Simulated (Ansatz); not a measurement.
Reaction (ligand exchange at a B–O bond): `BO[CH2][GeH3]` + `[SiH3]N[SiH2]Cl` → `BN([SiH3])[SiH2]Cl` + `O[CH2][GeH3]`

Isolated molecules relaxed with PBE0-D4/def2-TZVP in Ansatz; ΔE leaves out vibrations. CBS: MP2 limit from def2 TZ/QZ plus the TZ coupled-cluster correction, frozen cores. DFT in def2-TZVPP. For Ge outer-core shells are correlated without core-valence functions, which leaves a few kJ/mol of doubt a bond. Scalar relativity is left out up to krypton. One conformer a species, not always the lowest.

`BO[CH2][GeH3]`:

Cartesian coordinates in Å:
```
B 1.663 0.877 0.961
O 1.095 -0.225 0.451
C 0.264 -0.186 -0.699
Ge -1.588 -0.671 -0.218
H 1.492 1.945 0.434
H 2.332 0.732 1.942
H 0.284 0.808 -1.158
H 0.651 -0.907 -1.422
H -1.613 -2.076 0.401
H -2.455 -0.647 -1.488
H -2.124 0.352 0.796
```

`[SiH3]N[SiH2]Cl`:

Cartesian coordinates in Å:
```
Si -0.051 1.156 1.069
N 0.667 -0.033 0.032
Si -0.111 -0.985 -1.154
Cl -0.989 -2.688 -0.385
H -1.403 1.432 0.525
H -0.168 0.682 2.474
H 0.762 2.401 1.075
H 1.607 -0.320 0.270
H -1.200 -0.193 -1.762
H 0.886 -1.452 -2.143
```

`BN([SiH3])[SiH2]Cl`:

Z-matrix (Å, degrees):
```
Si
N 1 1.762
H 1 1.482 2 109.6
H 1 1.485 2 107.5 3 -119.5
H 1 1.482 2 110.3 3 121.0
Si 2 1.734 1 121.2 3 126.2
B 2 1.412 1 117.6 3 -55.9
Cl 6 2.055 2 109.9 1 66.7
H 6 1.476 2 109.3 1 -174.2
H 6 1.479 2 110.1 1 -50.2
H 7 1.198 2 120.3 1 -178.1
H 7 1.201 2 119.0 1 2.1
```

`O[CH2][GeH3]`:

Z-matrix (Å, degrees):
```
C
Ge 1 1.968
O 1 1.415 2 108.0
H 1 1.098 2 108.5 3 -121.7
H 1 1.098 2 108.5 3 121.7
H 2 1.536 1 110.0 3 -60.7
H 2 1.540 1 108.6 3 179.8
H 2 1.536 1 110.0 3 60.2
H 3 0.960 1 108.8 2 180.0
```

(1) Is it downhill or uphill in electronic energy at CCSD(T)/CBS, and by how much? (Best estimate.)

(2) What do these levels give: PBE0-D4, PBE, PBE0, HF/def2-TZVPP, MP2/def2-TZVPP, SCS-MP2/def2-TZVPP? (Estimate.)

Largest T1 diagnostic among the species: 0.013.

Results:

(1) Computed: Uphill: ΔE = +29.4 kJ/mol.

(2) The calculation gave: PBE0-D4 29.2, PBE 34.8, PBE0 32.2, HF/def2-TZVPP 38.0, MP2/def2-TZVPP 28.5, SCS-MP2/def2-TZVPP 30.8 kJ/mol.

The D4 term adds −5.7 kJ/mol with B3LYP and −3.0 kJ/mol with PBE0; it sums over pairs of atoms, weighted by their polarisabilities, and B3LYP, whose exchange is more repulsive, gets the larger term. In def2-TZVPP, CCSD(T) changes the Hartree–Fock value by −7.9 kJ/mol (the triples alone add −0.8 kJ/mol) and MP2 by −9.4 kJ/mol.

B3LYP here is the variant with VWN-RPA as its local correlation; programs differ in this.
